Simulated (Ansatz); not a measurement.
Cartesian coordinates in Å:
```
N -1.332 -1.153 -0.279
Sn -0.155 0.420 0.020
N 1.769 -0.034 0.225
F -0.186 1.735 -1.368
F -0.941 1.323 1.510
H -1.197 -1.602 -1.176
H -2.314 -0.934 -0.170
H 1.984 -0.533 1.078
H 2.372 0.776 0.160
```

Total charge 0; spin multiplicity 1. Sn: def2 effective core potential.

List the PBE/def2-TZVPP orbital energies in eV (Ansatz). (Estimate.)

The calculation gave: Occupied: -658.92, -658.92, -380.90, -380.90, -134.03, -90.03, -89.99, -89.92, -28.77, -28.51, -26.67, -26.45, -26.43, -26.19, -25.58, -21.40, -21.13, -13.14, -12.42, -12.39, -10.24, -10.19, -9.92, -8.93, -8.85, -8.78, -8.71, -6.97, -6.82. Lowest empty: -2.44, -0.16, 0.06, 0.10, 1.30, 1.60, 1.86, 2.63.
